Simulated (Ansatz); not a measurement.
Born–Oppenheimer molecular dynamics of Cl₃F₂H₃O₂W (11 atoms, charge 0, multiplicity 1). It starts at the highest image of a converged band, a first-order saddle point between two minima.

Theory: Ansatz, RKS PBE/def2-SVP.

| Property | Result |
| --- | --- |
| ensemble | NVE (velocity Verlet) |
| time step | 0.5 fs |
| steps asked | 200 |
| starting velocities drawn for | 300 K |
| seed | 8686 |

First frame:

```xyz
11
Properties=species:S:1:pos:R:3
W -0.319 0.205 -0.348
F 0.353 0.839 1.929
Cl 1.940 -0.363 -0.147
O 0.051 2.034 -0.442
H 0.095 2.635 0.331
Cl -2.467 -0.364 -1.288
F -0.546 -1.402 0.600
Cl 0.160 0.016 -2.609
O -1.704 0.898 1.000
H -2.545 0.398 0.944
H -0.669 0.890 1.947
```

(1) How far do the bonds stretch over the last three quarters of this one trajectory? (Pairs bonded in most of those frames.)

## Answers

(1) 
| bond | mean (Å) | spread (Å) | shortest | longest |
| --- | --- | --- | --- | --- |
| W1–F2 | 2.153 | 0.189 | 1.85 | 2.40 |
| W1–Cl3 | 2.348 | 0.011 | 2.34 | 2.39 |
| W1–O4 | 1.890 | 0.033 | 1.83 | 1.93 |
| W1–Cl6 | 2.389 | 0.010 | 2.38 | 2.40 |
| W1–F7 | 1.894 | 0.017 | 1.87 | 1.92 |
| W1–Cl8 | 2.314 | 0.029 | 2.28 | 2.36 |
| W1–O9 | 2.312 | 0.158 | 2.06 | 2.53 |
| O4–H5 | 0.992 | 0.049 | 0.92 | 1.07 |
| O9–H10 | 0.980 | 0.008 | 0.97 | 0.99 |
| O9–H11 | 1.059 | 0.095 | 0.94 | 1.31 |

Pairs bonded in part of these frames only: W1–H5 26 %, W1–H11 23 %, O9–H11 91 %.

Mean temperature of the second half: 389 K. The conserved energy stayed within 0.38 meV per atom of its start (net change 0.35 meV per atom), so the integration is sound. A run of 0.1 ps of so small a system gives no equilibrium averages. The orbitals stay closed-shell, which can raise the energy where a bond breaks towards radicals; this wasn't checked here.

The run took 10 min on 4 threads of Arm Neoverse V1 (shared host), peak memory 0.27 GiB.
